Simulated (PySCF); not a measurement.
Species: hydroquinone, C6H6O2.
Cartesian coordinates in Å at the PBE0-D3(BJ)/def2-SVP level; atoms count from 1:
```xyz
14
C6H6O2 angstrom
O     -2.714    0.602   -0.027
C     -1.399    0.276   -0.014
C     -0.936   -1.032   -0.183
C      0.427   -1.312   -0.161
C      1.356   -0.288    0.030
O      2.672   -0.611    0.044
C      0.893    1.021    0.199
C     -0.470    1.301    0.178
H     -3.234   -0.196   -0.165
H     -1.651   -1.847   -0.334
H      0.791   -2.333   -0.294
H      3.190    0.188    0.182
H      1.608    1.835    0.350
H     -0.833    2.321    0.310
```

Computed with TDDFT wB97X-D/def2-SVPD, vertical, gas phase, core orbitals frozen in the response (PySCF).

Ground-to-excited transition dipoles (e·a0, same axes as the geometry; the sign carries no meaning), for the states with f of 0.002 or more among the lowest 5:

```
state  E (hartree)      μx      μy      μz
   S1       0.1743   0.069   0.721   0.108
   S2       0.2150  -0.732   0.091  -0.020
   S5       0.2543   1.909  -0.235   0.053
```

Problem. What oscillator strength does each state have?

Solution. f = (2/3) ΔE |μ|² with ΔE in hartree (27.2114 eV).

```
state  |μ|² (au)  |μ| (D)      f
   S1      0.537     1.86  0.062
   S2      0.545     1.88  0.078
   S5      3.701     4.89  0.628
```

Problem. Label these states by symmetry in C2h.

Solution. The ground state is totally symmetric, so the direction of μ fixes the label. Polarised across the twofold axis, so Bu: S1, S2 and S5.

Problem. All atoms lie in one plane. Which transitions are polarised in it and which across it?

Solution. In the plane: S1, S2 and S5. No state is polarised perpendicular to it. In-plane polarisation joins two orbitals of the same parity under reflection in the plane (π with π, or σ with σ, in-plane lone pairs counted as σ); perpendicular polarisation joins orbitals of opposite parity.

Problem. What angle do the transition dipoles of S1 and S2 make?

Solution. |cos θ| = |μa·μb| / (|μa| |μb|) = 0.02, so θ ≈ 89° (taken between 0 and 90°, since the signs are arbitrary).

Problem. How is the summed strength of these states shared among x, y and z?

Solution. (2/3) Σ ΔE μα² gives 0.695 for x, 0.071 for y and 0.002 for z, 0.768 in all.

Problem. What peak molar absorption coefficient would the strongest computed level give as a lone Gaussian band 0.3 eV wide at half height?

Solution. ε(max) = 2.175×10⁸ f / FWHM, with the width in cm⁻¹. S5: 2.175×10⁸ × 0.6275 / 2420 ≈ 56000 L mol⁻¹ cm⁻¹.

One conformer stands for the species.
